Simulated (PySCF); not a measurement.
Zn(Cl)2 anion (Cl₂Zn), SMILES [Zn]([Cl])[Cl] (connectivity only; charge and spin as stated), charge -1, multiplicity 2.

The structure is a stationary point at PBE0-D3(BJ)/def2-SVPD. The spin state was assumed, not searched. The isomer is the one that the SMILES or the coordinates give; other isomers of the formula were not compared.

Calculation: PySCF with PBE0-D3(BJ)/def2-SVPD.

Frequencies are harmonic and unscaled.

```
mode  ν (cm⁻¹)  IR (km/mol)  moving atoms (share of kinetic energy)
----  --------  -----------  --------------------------------------
1           94          4.1                        Cl 73 %, Zn 27 %
2          269         40.8                        Cl 75 %, Zn 25 %
3          294        106.8                        Cl 56 %, Zn 44 %
```
